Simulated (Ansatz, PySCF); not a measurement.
CH₄BClOS, SMILES COB(S)Cl. Atoms are numbered in the order given.

```xyz
9

B     -0.1862     0.1014    -0.0428
Cl    -1.3898     1.2259     0.6127
O     -0.4735    -0.5071    -1.2056
C      0.4113    -1.4260    -1.8260
H      0.6023    -2.2929    -1.1715
H     -0.0610    -1.7736    -2.7544
H      1.3735    -0.9444    -2.0687
S      1.3847    -0.2211     0.8245
H      1.1374     0.6079     1.8592
```
Charge 0, spin multiplicity 1.

Geometry: r2SCAN-D4/def2-SVP. One conformer was computed; it need not be the lowest.

Two levels are set side by side: PBE-D3(BJ)/def2-SVP (Ansatz, a program for electronic structure) and r2SCAN-D4/def2-SVP (Ansatz). Each level has its own optimised geometry; the coordinates shown are those of the second. Frequencies come from the Hessian of PySCF at each geometry. Differences are taken from unrounded values.

```json
[
 {"quantity": "mean bond length (Å)", "r2SCAN-D4": "1.376", "PBE-D3(BJ)": "1.384", "PBE-D3(BJ) minus r2SCAN-D4": "0.007"},
 {"quantity": "bond B1–Cl2 (Å)", "r2SCAN-D4": "1.773", "PBE-D3(BJ)": "1.777", "PBE-D3(BJ) minus r2SCAN-D4": "0.004"},
 {"quantity": "bond B1–O3 (Å)", "r2SCAN-D4": "1.343", "PBE-D3(BJ)": "1.353", "PBE-D3(BJ) minus r2SCAN-D4": "0.009"},
 {"quantity": "bond B1–S8 (Å)", "r2SCAN-D4": "1.823", "PBE-D3(BJ)": "1.829", "PBE-D3(BJ) minus r2SCAN-D4": "0.006"},
 {"quantity": "bond O3–C4 (Å)", "r2SCAN-D4": "1.418", "PBE-D3(BJ)": "1.422", "PBE-D3(BJ) minus r2SCAN-D4": "0.003"},
 {"quantity": "bond C4–H5 (Å)", "r2SCAN-D4": "1.103", "PBE-D3(BJ)": "1.112", "PBE-D3(BJ) minus r2SCAN-D4": "0.009"},
 {"quantity": "bond C4–H6 (Å)", "r2SCAN-D4": "1.098", "PBE-D3(BJ)": "1.107", "PBE-D3(BJ) minus r2SCAN-D4": "0.009"},
 {"quantity": "bond C4–H7 (Å)", "r2SCAN-D4": "1.103", "PBE-D3(BJ)": "1.112", "PBE-D3(BJ) minus r2SCAN-D4": "0.009"},
 {"quantity": "bond S8–H9 (Å)", "r2SCAN-D4": "1.349", "PBE-D3(BJ)": "1.359", "PBE-D3(BJ) minus r2SCAN-D4": "0.011"},
 {"quantity": "highest harmonic wavenumber (cm⁻¹)", "r2SCAN-D4": "3161", "PBE-D3(BJ)": "3079", "PBE-D3(BJ) minus r2SCAN-D4": "-83"},
 {"quantity": "mean harmonic wavenumber (cm⁻¹)", "r2SCAN-D4": "1214", "PBE-D3(BJ)": "1179", "PBE-D3(BJ) minus r2SCAN-D4": "-35"},
 {"quantity": "zero-point energy (kcal/mol)", "r2SCAN-D4": "36.44", "PBE-D3(BJ)": "35.38", "PBE-D3(BJ) minus r2SCAN-D4": "-1.06"}
]
```
